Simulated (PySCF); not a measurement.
## A thermochemical cycle for SnS

MP2 in PySCF with def2-SVP on every atom (core potentials on Sn), for the lowest determinant that a PBE0 search found; no spin–orbit coupling. SnS, a singlet (closed shell), has De = 4.51 eV to neutral atoms, and SnS⁺, a doublet (π ↑), has De = 2.60 eV to Sn⁺ + S.

At the same level the Sn atom ionises at 7.11 eV.

Task: What is the adiabatic ionisation energy of the molecule, and does ionisation strengthen or weaken the bond?

Result: IE = IE(Sn) + De(neutral) − De(ion) = 7.11 + 4.51 − 2.60 = 9.02 eV. De changes by -1.91 eV, so ionisation weakens the bond.

Correlated steps freeze 9 core orbitals. Correlated levels converge slowly with the basis: in double zeta they bind strong bonds too weakly, by up to about 1 eV, and carry superposition errors of some tenths. Spin–orbit coupling is left out, which matters for elements this heavy, above all for dissociation energies. For an ion De counts to the pair picked by the measured ionisation energies or electron affinities, which need not be the lowest pair at this level. Where the molecule has an RHF reference, its open-shell atoms are computed with UHF. States were picked by a PBE0 search and need not be the measured ground states.
